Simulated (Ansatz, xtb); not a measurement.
# Two structures of GaH7O2Si2

Structure I: a singlet given by its coordinates. Structure II: a singlet given by its coordinates. Both are isolated molecules in the gas phase, relaxed with PBE0-D4/def2-SVP.

I (Å):

```xyz
12

Ga    0.6836    2.4137    2.8129
O    -1.2117    0.6715    0.4230
O     0.6238    0.6551    2.3695
Si   -1.9665    2.0865    0.7723
Si    0.0659   -0.1965    1.0928
H    -2.0453    2.9713   -0.4199
H    -3.3056    1.8798    1.3879
H    -1.1424    2.8487    1.8107
H     1.0835   -0.3606    0.0163
H    -0.4604   -1.5189    1.5259
H     1.5263    3.3137    1.8502
H     0.1223    2.7253    4.2344
```

Close contacts (Å): Ga1–O3 1.81, O2–Si4 1.64, O2–Si5 1.68, O3–Si5 1.63, Ga1–H8 2.13, Ga1–H11 1.56, Ga1–H12 1.56, Si4–H6 1.49, Si4–H7 1.49, Si4–H8 1.53, Si5–H9 1.49, Si5–H10 1.49.

II (Å):

```xyz
12

Ga    0.1424   -1.7154    0.4364
O    -0.9332   -0.1556   -0.7864
O     1.4085   -0.3831    0.0834
Si   -2.5064    0.0126   -1.3646
Si    0.5727    0.6964   -0.7923
H    -2.4840    0.1257   -2.8511
H    -3.2482   -1.2068   -0.9440
H    -3.1291    1.2331   -0.7768
H     0.3500    2.0279   -0.1608
H     0.9985    0.8672   -2.2102
H    -0.5348   -1.6141    1.8423
H     0.2143   -2.9511   -0.5191
```

Close contacts (Å): Ga1–O2 2.26, Ga1–O3 1.87, Ga1–Si5 2.74, O2–Si4 1.68, O2–Si5 1.73, O3–Si5 1.62, Ga1–H11 1.56, Ga1–H12 1.56, Si4–H6 1.49, Si4–H7 1.49, Si4–H8 1.49, Si5–H9 1.49, Si5–H10 1.49.

Question: Estimate E(II) − E(I) at the level CCSD(T)/def2-SVP + ΔMP2/def2-TZVPP.

Answer: CCSD(T)/def2-SVP + ΔMP2/def2-TZVPP gives E(II) − E(I) = +0.077 eV, favouring structure I, but this leans on the basis-set step: CCSD(T) alone gives −0.050 eV.

The same difference at several levels:

```tsv
level	geometry	E(II) − E(I) (eV)	departure from the last row (eV)	job, with rough time for the two
GFN2-xTB	GFN2-xTB	−0.101	−0.178	optimisation, 0.51 s
HF/STO-3G	GFN2-xTB	−0.856	−0.933	single point, 0.82 s
r2SCAN-D4/def2-SVP	GFN2-xTB	−0.016	−0.092	single point, 7.8 s
PBE0-D4/def2-SVP	PBE0-D4/def2-SVP	+0.025	−0.052	optimisation, 2.4 min
HF/def2-SVP	PBE0-D4/def2-SVP	−0.015	−0.092	part of the CCSD(T) run
MP2/def2-SVP	PBE0-D4/def2-SVP	−0.060	−0.136	part of the CCSD(T) run
CCSD(T)/def2-SVP	PBE0-D4/def2-SVP	−0.050	−0.127	single point
CCSD(T)/def2-SVP + ΔMP2/def2-TZVPP	PBE0-D4/def2-SVP	+0.077		single point, 86 s
```

GFN2-xTB, HF/STO-3G, MP2/def2-SVP, CCSD(T)/def2-SVP put the two in the other order. r2SCAN-D4/def2-SVP, HF/def2-SVP find them nearly level. The largest departure from CCSD(T)/def2-SVP + ΔMP2/def2-TZVPP is that of HF/STO-3G, 0.933 eV. The last row adds to CCSD(T) the change of the MP2 difference between the two basis sets, here +0.127 eV.

With thermal terms from frequencies at re-optimised GFN2-xTB minima (ideal gas, soft modes damped towards free rotors, one conformer each, 298.15 K, 1 atm): the zero-point term adds +0.038 eV; ΔH is +0.105 and ΔG +0.144 eV.

The correlated steps freeze 21 core orbitals; the filled d shell of Ga is correlated, in a basis made for valence electrons. Codes used: Ansatz 0.2.0, xtb 6.7.1; the last row on 2 threads of Arm Neoverse V2 on a shared host.
